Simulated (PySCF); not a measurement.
SMILES F[Si]([SiH2]CCl)(F)F (CH4ClF3Si2), singlet, GFN2-xTB optimised geometry.

```
11

F      0.67    -2.03    -1.26
Si     1.00    -1.12     0.00
F      0.67    -2.09     1.22
F      2.59    -1.12     0.00
Si     0.12     0.99     0.00
C     -1.32     1.10     1.25
Cl    -2.59    -0.04     0.70
H     -0.41     1.34    -1.32
H      1.13     1.98     0.41
H     -1.06     0.81     2.27
H     -1.78     2.09     1.28
```

Density from PBE0/def2-TZVP (PySCF) at that geometry.

Minimum of the electron density along straight lines between bonded atoms, close to the bond critical point (lines longer than 1.1 times the sum of covalent radii, or with two minima, are not listed):

```
bond     length / Å  ρ at the minimum / e bohr⁻³  ∇²ρ there / e bohr⁻⁵  position (fraction from the first atom)
-------  ----------  ---------------------------  --------------------  ---------------------------------------
F1–Si2        1.589                        0.144                  1.04                                     0.58
Si2–F3        1.590                        0.143                  1.04                                     0.42
Si2–F4        1.592                        0.142                  1.03                                     0.42
Si2–Si5       2.283                        0.102                 -0.09                                     0.65
Si5–C6        1.913                        0.114                  0.16                                     0.39
C6–Cl7        1.793                        0.178                 -0.22                                     0.42
Si5–H8        1.467                        0.125                  0.18                                     0.49
Si5–H9        1.472                        0.123                  0.18                                     0.49
C6–H10        1.088                        0.283                 -0.99                                     0.65
C6–H11        1.087                        0.283                 -0.99                                     0.65
```
